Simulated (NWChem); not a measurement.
System: C$_{5}$H$_{5}$F; SMILES C1(=CCC=C1)F

```xyz
11

F      0.0245    -2.0645     0.0000
C     -0.0347    -0.7412     0.0000
C     -1.1474     0.0172     0.0000
C     -0.7043     1.4449     0.0000
C      0.7921     1.3694     0.0000
C      1.1738     0.0763     0.0000
H     -2.1779    -0.3340     0.0000
H     -1.0776     1.9994     0.8815
H     -1.0776     1.9994    -0.8815
H      1.4476     2.2411     0.0000
H      2.1880    -0.3247     0.0000
```
Atoms are numbered in this order, from 1.

Computed with NWChem. Pople sets run with spherical d functions. Geometry: optimised at PBE0/def2-SVP.

### Question
Taking B3LYP/6-311++G** as the yardstick, which of these has the fewest basis functions while keeping “highest occupied level (eV)” within 0.2 eV of it: B3LYP/6-31+G*; B3LYP/3-21G; B3LYP/6-311G**; B3LYP/6-31G*; B3LYP/STO-3G?

### Answer
B3LYP/6-31+G*.
| level | basis functions | highest occupied level (eV) |
|---|---|---|
| B3LYP/STO-3G | 35 | -3.80 |
| B3LYP/3-21G | 64 | -5.96 |
| B3LYP/6-31G* | 94 | -5.88 |
| B3LYP/6-31+G* | 118 | -6.25 |
| B3LYP/6-311G** | 138 | -6.18 |
| B3LYP/6-311++G** | 167 | -6.33 |

The yardstick is one finite set, not the basis-set limit.
